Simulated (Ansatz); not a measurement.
Calculated with Ansatz (gas phase, PBE0-D4/def2-TZVP geometries, no zero-point term in ΔE). CCSD(T)/CBS is the MP2 limit (def2-TZVPP, def2-QZVPP) plus CCSD(T) − MP2 in def2-TZVPP, frozen cores. Double bonds are as drawn, so ΔE can hold a change between cis and trans. Functionals use def2-TZVPP. B3LYP here is the variant with VWN-RPA as its local correlation; programs differ in this. def2 core potentials past Kr. For Te outer-core shells are correlated without core-valence functions, which leaves a few kJ/mol of doubt a bond. Each species was taken in one conformer, which may not be the lowest.

Consider the formal exchange of groups at a Te–C bond: `F[SiH2]C[TeH]` + `C/C=N/CF` → `C/C=N\C[TeH]` + `FC[SiH2]F`.

**Question.** Is it downhill or uphill in electronic energy at CCSD(T)/CBS, and by how much? (Best estimate.)

**Answer.** Computed: Uphill: ΔE = +14.0 kcal/mol.

**Question.** What do these levels give: ωB97M-V, B2PLYP, PBE, PBE0, B3LYP, SCS-MP2/def2-TZVPP, CCSD/def2-TZVPP, CCSD(T)/def2-TZVPP, MP2/def2-QZVPP, SCS-MP2/def2-QZVPP, HF/CBS(def2), MP2/CBS(def2)? (Best estimate.)

**Answer.** The calculation gave: ωB97M-V 14.4, B2PLYP 14.0, PBE 13.1, PBE0 14.5, B3LYP 13.7, SCS-MP2/def2-TZVPP 14.2, CCSD/def2-TZVPP 14.8, CCSD(T)/def2-TZVPP 14.3, MP2/def2-QZVPP 13.9, SCS-MP2/def2-QZVPP 14.1, HF/CBS(def2) 17.3, MP2/CBS(def2) 13.8 kcal/mol.

Largest T1 diagnostic among the species: 0.012.

The D4 term adds −1.0 kcal/mol with B3LYP and −0.5 kcal/mol with PBE0; it sums over pairs of atoms, weighted by their polarisabilities, and B3LYP, whose exchange is more repulsive, gets the larger term. In def2-TZVPP, CCSD(T) changes the Hartree–Fock value by −3.0 kcal/mol (the triples alone add −0.5 kcal/mol) and MP2 by −3.2 kcal/mol. From PBE to PBE0 (25 % exact exchange), in def2-TZVPP and without D4, ΔE moves by +1.3 kcal/mol.
